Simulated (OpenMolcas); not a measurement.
An atom or ion with 4 electrons was computed by MS-CASPT2, IPEA 0.25 Eh, imaginary shift 0.1 Eh with spin-orbit coupling (OpenMolcas, ANO-RCC-VTZP, DKH2). The lowest levels that the run gave, each within 12 % of the measured value where one is at hand:

```
J  Parity  E (eV)      g
0    even  0.0000       
0     odd  10.173       
1     odd  10.191  1.501
2     odd  10.228  1.501
1     odd  20.064  1.000
0    even  26.567       
1    even  26.586  1.501
2    even  26.621  1.501
2    even  29.020  1.000
0    even  36.184
```

**Question.** Which ion is it, and what are the configurations and terms?

**Answer.** O⁴⁺ (Z = 8, charge +4; active space 2 electrons in 4 orbitals (2s 2p)). J, parity and g give the terms where levels are pure, and mixed ones are named by the computed weights; the size of the splittings, set against known spectra of the 4-electron sequence, gives the charge. In order, with the measured energies in eV (Moore, Selected Tables of Atomic Spectra, NSRDS-NBS 3, section 9): 2s² ¹S₀, 2s 2p ³P°₀ (10.1596), 2s 2p ³P°₁ (10.1764), 2s 2p ³P°₂ (10.2145), 2s 2p ¹P°₁ (19.6884), 2p² ³P₀ (26.4660), 2p² ³P₁ (26.4853), 2p² ³P₂ (26.5186), 2p² ¹D₂ (28.7298), 2p² ¹S₀ (35.6963).

Computed and measured levels are paired by configuration, term and J; levels that our copy of the source lacks, or whose pairing is in doubt (as where it misses far off the trend of its configuration), stay unpaired and out of the deviations. Levels of configurations outside the active space are missing.

° marks odd parity.
